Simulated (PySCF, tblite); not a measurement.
Compound: C4H7BOS.
SMILES: `C=CB1OCCS1`

Jobs on this species (14 atoms, 60 electrons) with PySCF (density fitting) and tblite. Hardware of each: Arm Neoverse V2, one thread (shared host). The host was shared with other jobs, so the times are rough.

Question: Rank these jobs by wall time, shortest first.
A. CAM-B3LYP/def2-SVPD; 8 singlets by full TDDFT, 3 Tamm–Dancoff triplets, polarisability; 206 basis functions
B. PBE0/pcSseg-1; shieldings, ring-centre shieldings, charges and field gradients; 161 basis functions
C. GFN2-xTB; L-BFGS relaxation

Answer: C (0.51 s), B (18 s), A (40 s).

All jobs:

```json
{"level and settings": "GFN2-xTB", "work": "L-BFGS relaxation", "basis functions": "–", "SCF cycles": "–", "wall time": "0.51 s"}
{"level and settings": "PBE0/pcSseg-1", "work": "shieldings, ring-centre shieldings, charges and field gradients", "basis functions": "161", "SCF cycles": "14", "wall time": "18 s"}
{"level and settings": "CAM-B3LYP/def2-SVPD", "work": "8 singlets by full TDDFT, 3 Tamm–Dancoff triplets, polarisability", "basis functions": "206", "SCF cycles": "13", "wall time": "40 s"}
```

Question: What do all jobs in the table cost together?

Answer: About 59 s; the longest takes about 68 % of that, and about 78 times as long as the shortest.
